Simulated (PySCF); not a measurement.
F₃S, SMILES F[S](F)F, multiplicity 2.

Coordinates come from a PBE-D3(BJ)/def2-TZVP optimisation. The geometry has at least one imaginary mode, so it is a saddle point at that level. The isomer is the one that the SMILES or the coordinates give; other isomers of the formula were not compared.

Calculation: PySCF with PBE-D3(BJ)/def2-TZVP.

Frequencies are harmonic and unscaled.

Computed vibrational spectrum:
```csv
mode,ν (cm⁻¹),IR (km/mol),moving atoms (share of kinetic energy)
1,63i,6.3,"S 53 %, F 47 %"
2,326,9.2,"F 76 %, S 24 %"
3,434,0.1,F 97 %
4,530,5.5,F 99 %
5,683,476.0,"S 58 %, F 42 %"
6,793,100.8,"F 61 %, S 39 %"
```
